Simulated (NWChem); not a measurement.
System: GeCl$_{2}$, singlet; SMILES [Cl][Ge][Cl]

Program: NWChem. Pople sets run with spherical d functions. Low-valent species are run as closed-shell singlets; no triplet was tried in these runs. Each level has its own optimisation; frequencies are unscaled.

| level | basis functions | r Cl–Ge (Å) | highest harmonic frequency (cm⁻¹) | lowest (cm⁻¹) | zero-point energy (kcal/mol) | dipole (D) |
|---|---|---|---|---|---|---|
| PBE/3-21G | 48 | … | 378 | … | 1.3 | … |
| PBE/6-31G* | 68 | 2.221 | 384 | 146 | 1.3 | 2.11 |
| PBE/6-311G** | 96 | 2.221 | 379 | 148 | 1.3 | 2.39 |

### Question
What belongs in the gaps?

### Answer

- PBE/3-21G, r Cl–Ge (Å): 2.281
- PBE/3-21G, lowest (cm⁻¹): 128
- PBE/3-21G, dipole (D): 3.03
